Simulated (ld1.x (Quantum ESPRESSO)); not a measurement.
## lead (Pb) TM: all-electron and pseudo phase curves

ld1.x (Quantum ESPRESSO) 7.5 input, shortened:

```
&input
   title='Pb', zed=82., rel=1, dft='PBE', iswitch=3,
   config='[Xe] 4f14 5d10 6s2 6p0'
 /
 &inputp
   pseudotype=2, tm=.true., lloc=0,
   nlcc=.false.
 /
2
6P  2  1   0.00   0.00  2.05  2.05  0.0
6S  1  0   2.00   0.00  1.60  1.60  0.0
 &test
   configts(1)='6s2 6p0'
 /
```

The phase is arctan(r·u′/u) with u = r·R(r), unwrapped; energies in Ry, scanned from -4 to 5 Ry. A pole is an energy at which the radial function vanishes at the test radius. The pseudo phase is shifted by a multiple of π to meet the all-electron one at the reference energy, and phase errors are pseudo minus all-electron; the curves can meet again beyond the range given. Levels narrower than the energy grid can be missing from the lists of poles.

```
channel  radius (bohr)  reference energy (Ry)  poles, all-electron  poles, pseudo  unbroken range about the reference energy with phases within 0.05 rad  phase error 1 Ry above the reference energy (rad)
      s           2.25                  -2.02                 0.61     0.17, 3.59                                                              below 0.4                                             -0.011
      p           2.25                  -1.26                 2.94           2.42                                                              below 3.7                                             -0.018
```

Phases in the p channel:

```tsv
E (Ry)	all-electron	pseudo
-4.00	1.266	1.256
-3.52	1.226	1.217
-3.04	1.171	1.163
-2.56	1.088	1.081
-2.08	0.950	0.945
-1.60	0.687	0.685
-1.12	0.151	0.151
-0.64	-0.570	-0.581
-0.16	-1.017	-1.036
0.32	-1.236	-1.257
0.80	-1.357	-1.380
1.28	-1.433	-1.458
1.76	-1.485	-1.513
2.24	-1.525	-1.557
2.72	-1.558	-1.593
3.20	-1.585	-1.627
3.68	-1.610	-1.661
4.16	-1.634	-1.696
4.64	-1.658	-1.737
```
